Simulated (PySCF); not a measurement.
Compound: GeH7N2P.
Cartesian coordinates in Å at the PBE0-D3(BJ)/def2-SVP level; atoms count from 1:
```
atom  x, y, z in Å
N1    -0.6824    1.2338    0.7010
Ge2   -0.1449   -0.0416   -0.4944
N3    -1.2211   -1.4728   -0.1188
P4     2.0125   -0.9250   -0.3720
H5    -0.3026    2.1623    0.5387
H6    -0.5499    0.9857    1.6780
H7    -0.2945    0.6258   -1.8861
H8    -0.9871   -2.3291   -0.6132
H9    -2.2159   -1.2879   -0.2194
H10    2.0426   -0.8915    1.0564
H11    2.6366    0.3540   -0.5050
```

The calculation used EOM-IP-CCSD/aug-cc-pVDZ in PySCF, restricted Hartree–Fock reference, frozen core, non-relativistic, gas phase, PBE0-D3(BJ)/def2-SVP geometry.

The vertical ionisation energies are 8.87, 9.65, 10.68, 11.26, 12.68, 13.11, 13.61, 16.23 eV.

**Question.** Which Hartree–Fock orbital leads each hole, and what is its Koopmans value −ε?

**Answer.** 
| leading hole (HF orbital) | Koopmans (eV) | EOM-IP-CCSD (eV) | change (eV) | one-hole share |
| --- | --- | --- | --- | --- |
| HOMO | 9.52 | 8.87 | -0.65 | 0.95 |
| HOMO-1 | 10.94 | 9.65 | -1.29 | 0.94 |
| HOMO-2 | 11.53 | 10.68 | -0.85 | 0.94 |
| HOMO-3 | 12.27 | 11.26 | -1.01 | 0.94 |
| HOMO-4 | 13.67 | 12.68 | -0.99 | 0.94 |
| HOMO-5 | 14.30 | 13.11 | -1.19 | 0.94 |
| HOMO-6 | 14.68 | 13.61 | -1.07 | 0.94 |
| HOMO-7 | 17.49 | 16.23 | -1.26 | 0.95 |

**Question.** Does the order of the lines follow the orbital energies?

**Answer.** Yes, no two lines change places. The corrections run from -1.29 to -0.65 eV, with a mean of -1.04 eV over the 8 lines; no line lies above its Koopmans value. Koopmans values leave out both the relaxation of the orbitals and the change in correlation energy.

**Question.** At what kinetic energies would He I light (21.22 eV) eject these electrons?

**Answer.** 12.35 eV (HOMO), 11.57 eV (HOMO-1), 10.54 eV (HOMO-2), 9.96 eV (HOMO-3), 8.54 eV (HOMO-4), 8.11 eV (HOMO-5), 7.61 eV (HOMO-6), 4.99 eV (HOMO-7).

**Question.** What total energy has the lowest final state, and which wavelength reaches it?

**Answer.** E(CCSD) + ionisation energy = -2529.78416 + 0.32608 = -2529.45808 Eh, at the geometry of the initial state. The threshold wavelength is 1239.84 eV nm/8.87 eV = 139.8 nm.

One root was sought for each valence orbital with −ε under 21 eV, eight at most, so deeper holes and satellites are missing; no vibrational structure.

One conformer stands for the species.
